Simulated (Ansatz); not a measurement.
Relative stability

Two isomers of CH3BSSi, closed shell, relaxed at PBE0-D4/def2-TZVP (vibrations not checked).

A:

```json
{"atom": "Si1", "x (Å)": "-0.7479", "y (Å)": "1.5815", "z (Å)": "0.5617"}
{"atom": "C2", "x (Å)": "0.0117", "y (Å)": "0.1395", "z (Å)": "0.1815"}
{"atom": "B3", "x (Å)": "0.6260", "y (Å)": "-1.0268", "z (Å)": "-0.1363"}
{"atom": "S4", "x (Å)": "1.4689", "y (Å)": "-2.5243", "z (Å)": "-0.4581"}
{"atom": "H5", "x (Å)": "-1.7497", "y (Å)": "2.2483", "z (Å)": "-0.3029"}
{"atom": "H6", "x (Å)": "-0.5023", "y (Å)": "2.3491", "z (Å)": "1.8050"}
{"atom": "H7", "x (Å)": "0.8932", "y (Å)": "-2.7673", "z (Å)": "-1.6510"}
```

B:

```json
{"atom": "C1", "x (Å)": "-0.9865", "y (Å)": "1.3846", "z (Å)": "-0.1909"}
{"atom": "Si2", "x (Å)": "0.0139", "y (Å)": "0.0363", "z (Å)": "0.0355"}
{"atom": "B3", "x (Å)": "1.2450", "y (Å)": "-1.3461", "z (Å)": "0.4741"}
{"atom": "S4", "x (Å)": "0.2168", "y (Å)": "-1.8945", "z (Å)": "-0.8826"}
{"atom": "H5", "x (Å)": "-1.7584", "y (Å)": "1.4217", "z (Å)": "-0.9481"}
{"atom": "H6", "x (Å)": "-0.8610", "y (Å)": "2.2547", "z (Å)": "0.4416"}
{"atom": "H7", "x (Å)": "2.1302", "y (Å)": "-1.8567", "z (Å)": "1.0705"}
```

Ansatz 0.2.0; basis: def2-TZVPP; cores frozen in the correlated methods. B3LYP uses VWN-RPA correlation.

(1) Which structure is lower at CCSD(T), and by how much? (Judge from chemistry; the value comes from the calculation.)

No T1 diagnostic of these runs exceeds 0.018.

Results:

(1) Computed: B, by 73.8 kJ/mol (electronic energy, against the other). By their contacts, A is CH₃BSSi ([SiH2][C][B][SH]) and B is CH₃BSSi ([CH2][Si]1[BH][S]1).

All methods give the same order:

| method | E(B) − E(A) (kJ/mol) |
| --- | --- |
| PBE-D4 | -82.2 |
| r2SCAN-D4 | -78.7 |
| PBE0-D4 | -86.3 |
| B3LYP-D4 | -59.1 |
| wB97M-V | -75.5 |
| HF | -47.6 |
| MP2 | -73.9 |
| CCSD | -71.8 |
| CCSD(T) | -73.8 |

Labels in which every atom is bracketed show which atoms are joined, not bond orders.
